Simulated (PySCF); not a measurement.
Work out the structure from these simulated measurements.

Elements present: C, H, N and Si. Monoisotopic mass: 89.0661 u.

| Item | Value |
| --- | --- |
| NMR, other nuclei | isotropic shieldings of nuclei other than C and H, by class: 223 (1 N), 410 (1 Si) ppm [GIAO PBE0/pcSseg-1] |
| Dipole | 1.06 D [PBE0/def2-SVPD] |
| Triplet | lowest triplet excitation (Tamm–Dancoff): 5.51 eV [TDA PBE0/def2-SVPD] |
| UV, strongest line | among the 6 lowest singlet transitions: S6 at 7.40 eV (168 nm, f = 0.030) [TDDFT PBE0/def2-SVPD] |
| 1H NMR | chemical shifts (computed TMS as zero) by class: 4.66 (3 H), 2.77 (1 H), 1.14 (6 H), -0.58 (1 H) ppm [GIAO PBE0/pcSseg-1] |
| 13C NMR | chemical shifts (computed TMS as zero) by class: 49.7 (1 C), 28.9 (2 C) ppm [GIAO PBE0/pcSseg-1] |
| Polarisability | 73.2 au [PBE0/def2-SVPD] |
| Rotational structure | rotational constants A, B, C: 7.189, 2.140, 1.808 GHz [GFN2-xTB] |
| UV, first state | lowest singlet excitation: 5.76 eV (215 nm, f = 0.011) [TDDFT PBE0/def2-SVPD] |

The electronic properties come from PySCF, for the isolated species, density fitting. Levels stand in brackets. One conformer (not necessarily the lowest) at the GFN2-xTB geometry, without solvent, vibrations or thermal averaging. NMR classes are plain means over equivalent atoms (diastereotopic ones count apart unless rotation or inversion swaps them), as if these changed places fast.

Question: Which formula fits the mass and the elements?

Answer: C3H11NSi (calculated 89.0661). No other formula that holds each of these elements comes within 0.0003 u with a fitting electron parity and a possible valence count.

Question: Propose a structure and show how it fits.

Answer: Numbering: `[CH3:1][CH:2]([CH3:3])[NH:4][SiH3:5]`. Its formula, C3H11NSi, gives 0 degrees of unsaturation, so no ring and no π bond. 3 carbons fall into 2 classes; from least to most shielded: sp3 carbon bound to nitrogen [C2] (49.7 ppm), methyl carbon [C1/C3] (28.9 ppm, 2 C). Hydrogen classes from least to most shielded: 3 H on an SiH3 silicon, Si5 (4.66 ppm), 1 H on an sp3 carbon bound to nitrogen, C2 (2.77 ppm), 6 H on 2 methyl carbons, C1/C3 (1.14 ppm, a mean of values up to 1.0 ppm apart in this geometry), 1 H on a silicon-bound nitrogen, N4 (-0.58 ppm). The other shieldings belong to: 223 ppm, silicon-bound nitrogen [N4]; 410 ppm, SiH3 silicon [Si5]. The optimised geometry has point group C1 and is an asymmetric top. Structure: `CC(C)N[SiH3]`. Computed isomers that give other values at the same levels: `C[C@H](N)C[SiH3]` (smallest rotational constant: 1.733 GHz; this holds for the one conformer computed); `C[SiH2]N(C)C` (13C chemical shifts (computed TMS as zero) by class: 41.1 (2 C), -4.7 (1 C) ppm). The assignments are read from this structure; whether some other isomer fits the data as well wasn't checked.

The values belong to the conformer `[CH3:1][CH:2]([CH3:3])[NH:4][SiH3:5]`: C1–C2–N4–Si5 154°.
